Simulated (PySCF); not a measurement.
Vertical excitations of a molecule C2H8FNSi from TDA-PBE/def2-SVPD (PySCF 2.14.0), as energy in eV (oscillator strength): 5.38 (0.009), 6.07 (0.125), 6.14 (0.022), 6.37 (0.000), 6.56 (0.013), 7.06 (0.001), 7.09 (0.017), 7.67 (0.035), 7.74 (0.019), 7.78 (0.037). Lowest triplet (TDA): 5.17 eV. Coordinates come from a B3LYP-D3(BJ)/def2-SVP optimisation. Other conformers were not sampled.

### Question
Pick the molecule that these values belong to.
A) C[C@@H](N)[SiH2]F
B) C[Si](C)(N)F
C) CN(C)[SiH2]F
D) CCN[SiH2]F

### Answer
C, CN(C)[SiH2]F
